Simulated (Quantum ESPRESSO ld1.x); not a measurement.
The numbers below are computed, except where a source is named.
The lutetium ion Lu+, 70 electrons, occupied as [Xe] 4f14 6s1 6d1 (not the ground configuration). Level of theory: Dirac Kohn-Sham, revPBE, spin-unpolarised, spherical densities, point nucleus; open shells fill j = l - 1/2 first (ld1.x of Quantum ESPRESSO 7.5).

Spin-orbit splittings of the eigenvalues, e(l+1/2) - e(l-1/2), with zeta = 2 splitting/(2l+1) and mean radii in bohr:

| shell | occ. | splitting (eV) | zeta (eV) | <r> j=l-1/2 | <r> j=l+1/2 |
|---|---|---|---|---|---|
| 2p | 6 | 1118 | 745.0 | 0.06740 | 0.07502 |
| 3p | 6 | 238.4 | 158.9 | 0.2020 | 0.2162 |
| 3d | 10 | 52.04 | 20.82 | 0.1898 | 0.1942 |
| 4p | 6 | 54.20 | 36.13 | 0.4850 | 0.5177 |
| 4d | 10 | 9.891 | 3.957 | 0.5410 | 0.5525 |
| 4f | 14 | 1.527 | 0.4362 | 0.7119 | 0.7268 |
| 5p | 6 | 6.993 | 4.662 | 1.306 | 1.412 |
| 6d | 1 | 0.05987 | 0.02395 | 6.781 | 6.867 |
